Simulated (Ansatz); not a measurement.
Reaction 2 R1 → 0.5 P1 + P2, each structure at its B3LYP-D3(BJ)/def2-TZVP stationary point, reached from a drawn start (curvature not checked).
P1, S2 (SMILES [S][S]) (charge 0, multiplicity 3):
```xyz
2

S      0.000     0.000    -0.952
S      0.000     0.000     0.952
```
R1: OS (SMILES O=S), charge 0, multiplicity 3.
P2: SO2 (SMILES O=[S+][O-]), charge 0, multiplicity 1.

P less R. No zero-point or thermal terms; singlets are restricted closed shells; open shells are unrestricted; no spin–orbit coupling.

Frozen-core correlation throughout.

Codes used: Ansatz (a program for electronic structure). Each number belongs to the level named beside it.

Total energies in hartree:

```json
[
 {"structure": "P1", "PBE/def2-TZVPP": "-796.060274", "B3LYP/def2-TZVPP": "-796.429094", "CCSD(T)/cc-pV(Q+d)Z": "-795.494716"},
 {"structure": "R1", "PBE/def2-TZVPP": "-473.171833", "B3LYP/def2-TZVPP": "-473.429270", "CCSD(T)/cc-pV(Q+d)Z": "-472.855463"},
 {"structure": "P2", "PBE/def2-TZVPP": "-548.401317", "B3LYP/def2-TZVPP": "-548.722430", "CCSD(T)/cc-pV(Q+d)Z": "-548.055511"}
]
```

Problem. Work out the reaction energy at each level in eV (1 hartree = 27.21139 eV), and say how far PBE/def2-TZVPP lies from CCSD(T)/cc-pV(Q+d)Z.

Solution. 
- PBE/def2-TZVPP: (-548.401317) + 0.5 × (-796.060274) − 2 × (-473.171833) = -0.087788 hartree = -2.389 eV
- B3LYP/def2-TZVPP: (-548.722430) + 0.5 × (-796.429094) − 2 × (-473.429270) = -0.078437 hartree = -2.134 eV
- CCSD(T)/cc-pV(Q+d)Z: (-548.055511) + 0.5 × (-795.494716) − 2 × (-472.855463) = -0.091943 hartree = -2.502 eV
PBE/def2-TZVPP less CCSD(T)/cc-pV(Q+d)Z: 0.113 eV. CCSD(T)/cc-pV(Q+d)Z is the level counted from, the highest shown, and no exact or measured value.
